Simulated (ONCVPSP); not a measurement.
## aluminium: ONCV pseudisation with BLYP, scalar-relativistic reference atom.

The input file (ONCVPSP 4.0.1):

```
# ATOM AND REFERENCE CONFIGURATION
# atsym  z   nc   nv     iexc    psfile
  Al 13.00    3    2  -106131      upf
#
#   n    l    f
    1    0    2.00
    2    0    2.00
    2    1    6.00
    3    0    2.00
    3    1    1.00
#
# PSEUDOPOTENTIAL AND OPTIMIZATION
# lmax
    2
#
#   l,   rc,      ep,       ncon, nbas, qcut
    0    1.95    0.00    4    7    2.80
    1    2.10    0.00    4    9    3.10
    2    1.90    0.34    4    7    5.30
#
# LOCAL POTENTIAL
# lloc, lpopt,  rc(5),   dvloc0
    4    3    1.25    3.00
#
# VANDERBILT-KLEINMAN-BYLANDER PROJECTORs
# l, nproj, debl
    0    2    1.30
    1    2    2.10
    2    3    2.70
#
# MODEL CORE CHARGE
# icmod, fcfact, rcfact
    3    3.00    1.05
#
# LOG DERIVATIVE ANALYSIS
# epsh1, epsh2, depsh
   -2.00    5.00    0.02
#
# OUTPUT GRID
# rlmax, drl
    6.00    0.01
#
# TEST CONFIGURATIONS
# ncnf
    4
# nvcnf
#   n    l    f
    2
    3    0    2.00
    3    1    0.00
#
    2
    3    0    1.00
    3    1    0.00
#
    2
    3    0    2.00
    3    1    0.50
#
    2
    3    0    0.00
    3    1    3.00
#
```

Command:

```bash
oncvpsp.x < Al.dat > Al.out
```

The program printed (shortened: citation, most of the input echo, consistency checks and plot data are left out):

```
ONCVPSP  (Optimized Norm-Conservinng Vanderbilt PSeudopotential)
scalar-relativistic version 4.0.1

#   n    l    f        energy (Ha)
    1    0    2.00    -5.5576224E+01
    2    0    2.00    -3.9666693E+00
    2    1    6.00    -2.5582208E+00
    3    0    2.00    -2.8042332E-01
    3    1    1.00    -9.4202900E-02

Reference configufation results
  iterations    29
  all-electron total energy (Ha)   -2.42835584D+02

Begin loop to  construct optimized pseudo wave functions
and semi-local pseudopoentials for all angular momenta

   Wellstate for l =  0  n =  4
     eigenvalue =   1.0196
     asymptotic potential =   1.5196
     half-point radius =  3.3589

Calculating optimized projector #   1

 for l=   0

    Fraction of norm inside rc  0.313416
    Optimizing pswf for qcut=   2.80 a_B^-1,  ecut=   3.91 Ha
    Residual kinetic energy error=  5.23D-03 Ha

    Energy error per electron        Cutoff
         Ha          eV             Ha
         0.01000     0.27211        3.19
         0.00100     0.02721       10.94
         0.00010     0.00272       27.60
         0.00001     0.00027       32.99

Calculating optimized projector #   2

 for l=   0

    Fraction of norm inside rc  0.244641
    Optimizing pswf for qcut=   2.80 a_B^-1,  ecut=   3.91 Ha
    Residual kinetic energy error=  4.51D-02 Ha

    Energy error per electron        Cutoff
         Ha          eV             Ha
         0.01000     0.27211        5.36
         0.00100     0.02721       14.12
         0.00010     0.00272       39.65
         0.00001     0.00027       48.21

   Wellstate for l =  1  n =  5
     eigenvalue =   2.0058
     asymptotic potential =   2.5058
     half-point radius =  4.2125

Calculating optimized projector #   1

 for l=   1

    Fraction of norm inside rc  0.179263
    Optimizing pswf for qcut=   3.10 a_B^-1,  ecut=   4.81 Ha
    Residual kinetic energy error=  7.35D-05 Ha

    Energy error per electron        Cutoff
         Ha          eV             Ha
         0.01000     0.27211        1.31
         0.00100     0.02721        2.14
         0.00010     0.00272        3.55
         0.00001     0.00027       18.10

Calculating optimized projector #   2

 for l=   1

    Fraction of norm inside rc  0.149177
    Optimizing pswf for qcut=   3.10 a_B^-1,  ecut=   4.81 Ha
    Residual kinetic energy error=  4.49D-03 Ha

    Energy error per electron        Cutoff
         Ha          eV             Ha
         0.01000     0.27211        4.10
         0.00100     0.02721        7.07
         0.00010     0.00272       25.09
         0.00001     0.00027       74.74

   Wellstate for l =  2  n =  3
     eigenvalue =   0.3400
     asymptotic potential =   0.8400
     half-point radius =  4.0469

   Wellstate for l =  2  n =  5
     eigenvalue =   3.0400
     asymptotic potential =   3.5400
     half-point radius =  3.5188

   Wellstate for l =  2  n =  6
     eigenvalue =   5.7400
     asymptotic potential =   6.2400
     half-point radius =  3.2783

Calculating optimized projector #   1

 for l=   2

    Fraction of norm inside rc  0.182797
    Optimizing pswf for qcut=   5.30 a_B^-1,  ecut=  14.06 Ha
    Residual kinetic energy error=  1.58D-04 Ha

    Energy error per electron        Cutoff
         Ha          eV             Ha
         0.01000     0.27211        6.36
         0.00100     0.02721       10.77
         0.00010     0.00272       15.36
         0.00001     0.00027       42.80

Calculating optimized projector #   2

 for l=   2

    Fraction of norm inside rc  0.175458
    Optimizing pswf for qcut=   5.30 a_B^-1,  ecut=  14.06 Ha
    Residual kinetic energy error=  1.34D-02 Ha

    Energy error per electron        Cutoff
         Ha          eV             Ha
         0.01000     0.27211       14.69
         0.00100     0.02721       31.40
         0.00010     0.00272       58.71
         0.00001     0.00027       66.65

Calculating optimized projector #   3

 for l=   2

    Fraction of norm inside rc  0.174743
    Optimizing pswf for qcut=   5.30 a_B^-1,  ecut=  14.06 Ha
    Residual kinetic energy error=  6.78D-02 Ha

    Energy error per electron        Cutoff
         Ha          eV             Ha
         0.01000     0.27211       19.17
         0.00100     0.02721       32.25
         0.00010     0.00272       70.96
         0.00001     0.00027       86.76

Construct Vanderbilt / Kleinmman-Bylander projectors

B matrix Hermiticity error, ll=   0
   1   2    5.5485E-05

  Orthonormal projector coefficients  3.3144E+00  9.6131E-01

B matrix Hermiticity error, ll=   1
   1   2   -5.1962E-05

  Orthonormal projector coefficients  1.4266E+00  2.9150E-01

B matrix Hermiticity error, ll=   2
   1   2   -4.8779E-05
   1   3   -2.7411E-05
   2   3    1.0614E-04

  Orthonormal projector coefficients -8.7025E+00 -3.0158E+00 -6.4248E-01

Model core correction analysis
  based on d2Exc/dn_idn_j

d2excae - all-electron derivatives

   -3.338147D-02   -2.523047D-02
   -2.522951D-02   -2.547341D-02

d2excps - pseudofunction derivatives with no core correction

   -3.927275D-02   -2.764848D-02
   -2.765173D-02   -2.657049D-02

rms 2nd derivative error    3.450530E-03

rmatch, rhocmatch    1.4031    0.3502

Teter function model core charge with specified parameters

d2excps - pseudofunction derivatives with core correction

   -3.906994D-02   -2.774886D-02
   -2.775175D-02   -2.665843D-02

rms 2nd derivative error    3.408333E-03

Pseudoatom total energy   -1.938846

Diagnostic tests using Vanderbilt-Kleinman-Bylander pseudopotentials
  1 or more projectors used as specified by nproj input data

   l    rcore       rmatch      e in        delta e   norm test  slope test

   0   1.9614070   2.0209595  -0.2804233  -0.0000009   1.0000168   0.9999558
   0   1.9614070   2.0209595   1.0195767   0.0000009   1.0001144   1.0001144

   1   2.1073831   2.1713678  -0.0942029   0.0000005   1.0000112   1.0000071
   1   2.1073831   2.1713678   2.0057971   0.0000038   1.0001228   1.0001228

   2   1.9036093   1.9614070   0.3400000   0.0000039   1.0000403   1.0000403
   2   1.9036093   1.9614070   3.0400000   0.0000175   1.0001040   1.0001040
   2   1.9036093   1.9614070   5.7400000   0.0000652   1.0003155   1.0003155

 Testing for bound ghosts
   n   l    E NL Schr. Eq   E Basis Diag.   E Cutoff

   1   0       -0.280424       -0.273235     48.45

   2   1       -0.094202       -0.072737     88.46

 Testing for highly-localized positive-energy ghosts
       l    <radius>/rc     E Basis Diag.   E Cutoff

Test configuration 0

   n   l     f        eae           eps        diff
   1   0  2.0000  -55.57622378
   2   0  2.0000   -3.96666930
   2   1  6.0000   -2.55822080
   3   0  2.0000   -0.28042332   -0.28042420   -8.76D-07
   3   1  1.0000   -0.09420290   -0.09420244    4.58D-07

    Total energies and differences
      AE_ref= -2.42835584D+02  AE_tst= -2.42835584D+02  dif=  0.00D+00
      PS_ref= -1.93884555D+00  PS_tst= -1.93884555D+00  dif=  1.11D-15
      PSP excitation error= -1.11D-15

Test configuration 1

   n   l     f        eae           eps        diff
   1   0  2.0000  -55.88869007
   2   0  2.0000   -4.27336485
   2   1  6.0000   -2.86530731
   3   0  2.0000   -0.54095906   -0.54009127    8.68D-04

    Total energies and differences
      AE_ref= -2.42835584D+02  AE_tst= -2.42628799D+02  dif=  2.07D-01
      PS_ref= -1.93884555D+00  PS_tst= -1.73226516D+00  dif=  2.07D-01
      PSP excitation error=  2.04D-04

Test configuration 2

   n   l     f        eae           eps        diff
   1   0  2.0000  -56.35509083
   2   0  2.0000   -4.72514014
   2   1  6.0000   -3.31715001
   3   0  1.0000   -0.87623424   -0.86734142    8.89D-03

    Total energies and differences
      AE_ref= -2.42835584D+02  AE_tst= -2.41922654D+02  dif=  9.13D-01
      PS_ref= -1.93884555D+00  PS_tst= -1.02994641D+00  dif=  9.09D-01
      PSP excitation error=  4.03D-03

Test configuration 3

   n   l     f        eae           eps        diff
   1   0  2.0000  -55.71914997
   2   0  2.0000   -4.10759565
   2   1  6.0000   -2.69930096
   3   0  2.0000   -0.40325608   -0.40304756    2.09D-04
   3   1  0.5000   -0.20439689   -0.20424036    1.57D-04

    Total energies and differences
      AE_ref= -2.42835584D+02  AE_tst= -2.42761630D+02  dif=  7.40D-02
      PS_ref= -1.93884555D+00  PS_tst= -1.86491889D+00  dif=  7.39D-02
      PSP excitation error=  2.71D-05

Test configuration 4

   n   l     f        eae           eps        diff
   1   0  2.0000  -55.70420756
   2   0  2.0000   -4.09156068
   2   1  6.0000   -2.68216162
   3   1  3.0000   -0.13625496   -0.13602959    2.25D-04

    Total energies and differences
      AE_ref= -2.42835584D+02  AE_tst= -2.42446591D+02  dif=  3.89D-01
      PS_ref= -1.93884555D+00  PS_tst= -1.55141781D+00  dif=  3.87D-01
      PSP excitation error=  1.57D-03
```

The run took about 3.9 s on one core of a shared server CPU.
